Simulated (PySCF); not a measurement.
**Where the electron goes**

Species: C₈H₉F.
Atom-mapped SMILES: `[CH:1]#[C:2][C@H:3]1[CH2:4][C@@:5]2([CH2:6][C@@H:7]2[F:8])[CH2:9]1` (hydrogens: H10 on C1; H11 on C3; H12, H13 on C4; H14, H15 on C6; H16 on C7; H17, H18 on C9)

Theory: TDDFT PBE0/def2-SVPD, vertical, gas phase, core orbitals frozen in the response (PySCF). Geometry: GFN2-xTB; no solvent, vibrations or thermal averaging.

Frontier orbitals with the atoms that hold most of them (Löwdin shares over 4%, at most four atoms; ? is withheld):

```tsv
orbital	ε (eV)	atoms
LUMO+2	1.04	C1 23%, C2 15%, H18 8%, H13 8%
LUMO+1	0.84	C1 25%, C2 20%, C9 8%, C3 8%
LUMO	0.62	H11 11%, C1 10%, C3 10%, C7 9%
HOMO	-7.58	?
HOMO-1	-7.74	?
HOMO-2	-8.01	C5 24%, C7 17%, C6 12%, F8 10%
HOMO-3	-8.45	C6 24%, C2 15%, C1 13%, C7 12%
```

Question: Give the leading atoms of the HOMO-1.

Answer: C1 (bonded to C and H) 39%; C2 (bonded to 2 C) 35%; C3 (bonded to 3 C and H) 7%; C4 (bonded to 2 C and 2 H) 6%.

Question: Give the leading atoms of the HOMO.

Answer: C1 (bonded to C and H) 26%; C2 (bonded to 2 C) 23%; C7 (bonded to 2 C, F and H) 9%; C6 (bonded to 2 C and 2 H) 7%.

Question: How does S1 compare with the orbital gap of 8.20 eV?

Answer: S1 is at 6.57 eV (f = 0.0000), 1.63 eV below the gap, made of HOMO→LUMO+1 (49%), HOMO-1→LUMO (12%). Its leading pair isn't HOMO and LUMO; the energies of that pair differ by 8.42 eV. 

Next come S2 at 6.81 eV (f 0.0022), HOMO-1→LUMO+1 (40%), HOMO→LUMO (30%); S3 at 6.82 eV (f 0.0029), HOMO-1→LUMO (35%), HOMO→LUMO+1 (26%), HOMO-1→LUMO+4 (15%); S4 at 7.27 eV (f 0.030), HOMO→LUMO (50%), HOMO→LUMO+2 (17%); S5 at 7.43 eV (f 0.035), HOMO-2→LUMO (29%), HOMO-1→LUMO+2 (18%), HOMO-1→LUMO (16%).
